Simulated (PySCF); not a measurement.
C₂H₆Sn (SMILES [CH3][Sn][CH3]), singlet, geometry from GFN2-xTB (such geometries of metal compounds can be far from the true shape) (all electrons, no relativity), with bond 4-2 at 1.8 times its length; CASSCF(4,6)+NEVPT2/STO-3G (PySCF).

The PySCF input:
```python
from pyscf import gto, scf, mcscf, mrpt
import numpy

mol = gto.Mole()
mol.atom = '''
    Sn    0.032411   -0.019362    0.433905
    C     0.596662    1.549372   -1.094295
    H    -0.301907    1.985456   -1.531592
    H     1.625914    0.765441   -2.567796
    H     1.184974    2.368656   -0.681289
    C    -0.762555   -1.450267   -1.126622
    H     0.058340   -1.839948   -1.729204
    H    -1.446522   -0.947744   -1.809574
    H    -1.288536   -2.306787   -0.705164
'''
mol.basis = 'sto-3g'
mol.charge = 0
mol.spin = 0
mol.verbose = 4
mol.build()

mf = scf.RHF(mol)
mf.kernel()
mc = mcscf.CASSCF(mf, 6, 4)
mc.fix_spin_(ss=0.0)
mc.kernel()
occ = numpy.linalg.eigvalsh(mc.fcisolver.make_rdm1(mc.ci, mc.ncas, mc.nelecas))[::-1]
ss = mc.fcisolver.spin_square(mc.ci, mc.ncas, mc.nelecas)[0]
print('natural occupations', occ.round(4), ' <S^2>', round(ss, 4))
e2 = mrpt.NEVPT(mc).kernel()
print('E(NEVPT2) = %.10f' % (mc.e_tot + e2))
```

The log (banner, timings and long lists left out):

```
PySCF version 2.14.0

[INPUT] verbose = 4
[INPUT] num. atoms = 9
[INPUT] num. electrons = 68
[INPUT] charge = 0
[INPUT] spin (= nelec alpha-beta = 2S) = 0
[INPUT] symmetry False subgroup None
[INPUT] Mole.unit = angstrom
[INPUT] Symbol           X                Y                Z      unit          X                Y                Z       unit  Magmom
[...]
nuclear repulsion = 224.329014460658
number of shells = 23
number of NR pGTOs = 129
number of NR cGTOs = 43
basis = sto-3g
ecp = {}

******** <class 'pyscf.scf.hf.RHF'> ********
method = RHF
initial guess = minao
damping factor = 0
level_shift factor = 0
DIIS = <class 'pyscf.scf.diis.CDIIS'>
diis_start_cycle = 1
diis_space = 8
diis_damp = 0
SCF conv_tol = 1e-09
SCF conv_tol_grad = None
SCF max_cycles = 50
direct_scf = True
direct_scf_tol = 1e-13
Set gradient conv threshold to 3.16228e-05
Initial guess from minao.
init E= -6024.01350304009
[...]
cycle= 1 E= -6041.20606329275  delta_E= -17.2  |g|= 0.471  |ddm|= 3.44
[...]
cycle= 2 E= -6041.3468542152  delta_E= -0.141  |g|= 0.0808  |ddm|= 1.13
[...]
cycle= 3 E= -6041.35217146141  delta_E= -0.00532  |g|= 0.034  |ddm|= 0.235
[...]
cycle= 4 E= -6041.35290451503  delta_E= -0.000733  |g|= 0.0146  |ddm|= 0.0875
[...]
cycle= 5 E= -6041.35307367356  delta_E= -0.000169  |g|= 0.00365  |ddm|= 0.0383
[...]
cycle= 6 E= -6041.3530977978  delta_E= -2.41e-05  |g|= 0.00133  |ddm|= 0.0186
[...]
cycle= 7 E= -6041.35310061263  delta_E= -2.81e-06  |g|= 0.000462  |ddm|= 0.00608
[...]
cycle= 8 E= -6041.35310103747  delta_E= -4.25e-07  |g|= 8.9e-05  |ddm|= 0.00292
[...]
cycle= 9 E= -6041.35310105495  delta_E= -1.75e-08  |g|= 2.48e-05  |ddm|= 0.000586
[...]
cycle= 10 E= -6041.35310105645  delta_E= -1.5e-09  |g|= 7.93e-06  |ddm|= 0.000165
[...]
cycle= 11 E= -6041.35310105657  delta_E= -1.22e-10  |g|= 1.64e-06  |ddm|= 6.17e-05
[...]
Extra cycle  E= -6041.35310105661  delta_E= -4e-11  |g|= 8.61e-07  |ddm|= 5.22e-06
converged SCF energy = -6041.35310105661

******** <class 'pyscf.mcscf.mc1step.CASSCF'> ********
CAS (2e+2e, 6o), ncore = 32, nvir = 5
max_cycle_macro = 50
max_cycle_micro = 4
conv_tol = 1e-07
conv_tol_grad = None
orbital rotation max_stepsize = 0.02
orbital rotation threshold for CI restart = 0.01
augmented hessian ah_max_cycle = 30
augmented hessian ah_conv_tol = 1e-12
augmented hessian ah_linear dependence = 1e-14
augmented hessian ah_level shift = 1e-08
augmented hessian ah_start_tol = 2.5
augmented hessian ah_start_cycle = 3
augmented hessian ah_grad_trust_region = 3
kf_trust_region = 3
kf_interval = 4
ci_response_space = 4
ci_grad_trust_region = 3
with_dep4 0
natorb = False
canonicalization = True
sorting_mo_energy = False
ao2mo_level = 2
internal_rotation = False
******** <class 'pyscf.fci.addons.SpinPenaltyFCISolver'> ********
max. cycles = 50
conv_tol = 1e-08
davidson only = True
linear dependence = 1e-12
level shift = 0.001
max iter space = 12
nroots = 1
pspace_size = 400
spin = None
CASCI E = -6041.43013652217  S^2 = 0.0000000
Set conv_tol_grad to 0.000316228
macro iter   1 ( 21 JK    4 micro), CASSCF E = -6041.44952289908  dE = -1.93863769e-02  S^2 = 0.0000000
               |grad[o]|=0.0623  |grad[c]|=0.0385  |ddm|=0.0565  |maxRot[o]|= 0.26
macro iter   2 ( 20 JK    4 micro), CASSCF E = -6041.45309284722  dE = -3.56994814e-03  S^2 = 0.0000000
               |grad[o]|=0.0172  |grad[c]|=0.00946  |ddm|=0.022  |maxRot[o]|=0.138
macro iter   3 ( 19 JK    4 micro), CASSCF E = -6041.45336092062  dE = -2.68073401e-04  S^2 = 0.0000000
               |grad[o]|=0.00519  |grad[c]|= 0.01  |ddm|=0.0126  |maxRot[o]|=0.0368
macro iter   4 ( 19 JK    4 micro), CASSCF E = -6041.45347333743  dE = -1.12416804e-04  S^2 = 0.0000000
               |grad[o]|=0.00401  |grad[c]|=0.00888  |ddm|=0.0103  |maxRot[o]|=0.022
macro iter   5 ( 18 JK    4 micro), CASSCF E = -6041.45370818487  dE = -2.34847446e-04  S^2 = 0.0000000
               |grad[o]|=0.00365  |grad[c]|=0.00835  |ddm|=0.00982  |maxRot[o]|=0.0283
[...]
CASSCF energy = -6041.45407143368
CASCI E = -6041.45407143368  E(CI) = -2.68301476240413  S^2 = 0.0000000
[...]
0 Sn 3py        -0.00004  -0.00022   0.00020  -0.00128   0.00352
0 Sn 3pz         0.00109   0.00049  -0.00031  -0.00025  -0.00063
0 Sn 4px         0.00039  -0.00153   0.00220  -0.02382  -0.00740
0 Sn 4py         0.00240   0.00369  -0.00343   0.01101  -0.01567
0 Sn 4pz        -0.01709  -0.00221   0.00160   0.00206   0.00237
0 Sn 5px         0.00224   0.04858  -0.07527   0.88884   0.33908
0 Sn 5py        -0.05618  -0.11883   0.11131  -0.41350   0.72796
0 Sn 5pz         0.56455   0.07984  -0.05844  -0.07691  -0.11758
0 Sn 3dxy        0.00001  -0.00002  -0.00000  -0.00000  -0.00006
0 Sn 3dyz        0.00016   0.00004  -0.00002  -0.00004   0.00181
0 Sn 3dz^2       0.00018   0.00015  -0.00018  -0.00003  -0.00006
0 Sn 3dxz        0.00011  -0.00013   0.00015   0.00006   0.00079
0 Sn 3dx2-y2    -0.00001   0.00022  -0.00024  -0.00003   0.00028
0 Sn 4dxy       -0.00931  -0.00013   0.00033   0.00012   0.00155
0 Sn 4dyz       -0.00353   0.00134  -0.00128   0.00087  -0.05901
0 Sn 4dz^2      -0.01675  -0.00491   0.00578   0.00099   0.00180
0 Sn 4dxz       -0.00486   0.00467  -0.00536  -0.00182  -0.02596
0 Sn 4dx2-y2     0.00749  -0.00542   0.00675   0.00092  -0.00876
1 C 1s           0.00101   0.00085   0.00226   0.00024   0.00328
1 C 2s          -0.14637   0.19817  -0.25603  -0.04094  -0.23086
1 C 2px         -0.02838   0.33303  -0.34703  -0.09693   0.10476
1 C 2py          0.15785  -0.22334   0.25045   0.05724   0.25297
1 C 2pz         -0.02936  -0.49292   0.50569   0.08230  -0.31657
2 H 1s           0.02944  -0.03666   0.02925   0.05751   0.03334
3 H 1s          -0.02079   0.72680   0.68531   0.01138   0.00150
4 H 1s          -0.00059  -0.05023   0.04289  -0.00743   0.00681
5 C 1s           0.00083   0.00022  -0.00011   0.00001  -0.00221
5 C 2s          -0.04197  -0.01874   0.01228   0.00024   0.16404
5 C 2px         -0.00914  -0.01689   0.01079  -0.03885   0.08492
5 C 2py         -0.01559  -0.01229   0.01359   0.01998   0.15573
5 C 2pz         -0.03420  -0.01620   0.02341   0.00504   0.20888
6 H 1s           0.01177  -0.00154   0.00200  -0.05825  -0.02476
7 H 1s           0.01806   0.01041  -0.01167   0.04822  -0.03361
8 H 1s          -0.02834   0.00123   0.00213   0.00910   0.01469
               #6
0 Sn 1s         -0.00030
0 Sn 2s          0.00185
0 Sn 3s         -0.00544
0 Sn 4s          0.00451
0 Sn 5s         -0.34898
0 Sn 2px        -0.00010
0 Sn 2py        -0.00011
0 Sn 2pz        -0.00061
0 Sn 3px         0.00055
0 Sn 3py         0.00046
0 Sn 3pz         0.00372
0 Sn 4px        -0.00214
0 Sn 4py        -0.00222
0 Sn 4pz        -0.01311
0 Sn 5px         0.10369
0 Sn 5py         0.10101
0 Sn 5pz         0.66924
0 Sn 3dxy        0.00090
0 Sn 3dyz        0.00024
0 Sn 3dz^2       0.00059
0 Sn 3dxz        0.00032
0 Sn 3dx2-y2    -0.00075
0 Sn 4dxy       -0.02819
0 Sn 4dyz       -0.00827
0 Sn 4dz^2      -0.01801
0 Sn 4dxz       -0.01001
0 Sn 4dx2-y2     0.02313
1 C 1s          -0.00269
1 C 2s           0.18049
1 C 2px         -0.10577
1 C 2py         -0.26525
1 C 2pz          0.16917
2 H 1s          -0.01614
3 H 1s           0.00393
4 H 1s           0.01007
5 C 1s          -0.00429
5 C 2s           0.28344
5 C 2px          0.15024
5 C 2py          0.28607
5 C 2pz          0.27680
6 H 1s          -0.02683
7 H 1s          -0.03030
8 H 1s          -0.03404
<CAS-nat-orb|mo-hf>  33     34       0.83660547
<CAS-nat-orb|mo-hf>  34     33       0.83614118
<CAS-nat-orb|mo-hf>  34     34       0.41712206
<CAS-nat-orb|mo-hf>  35     36       0.89009477
<CAS-nat-orb|mo-hf>  36     35       0.92223900
<CAS-nat-orb|mo-hf>  37     37       0.94984065
<CAS-nat-orb|mo-hf>  38     38       0.96526568
Sr    (-1)',   E = -0.00006093367017
Si    (+1)',   E = -0.00753369678442
Sijrs (0)  ,   E = -0.06193422932122
Sijr  (+1) ,   E = -0.02050308020821
Srsi  (-1) ,   E = -0.00079266936559
Srs   (-2) ,   E = -0.00005519598302
Sij   (+2) ,   E = -0.01475136555869
Sir   (0)' ,   E = -0.00689037986316
Nevpt2 Energy = -0.112521550754483
E(NEVPT2) = -6041.5665929844
```
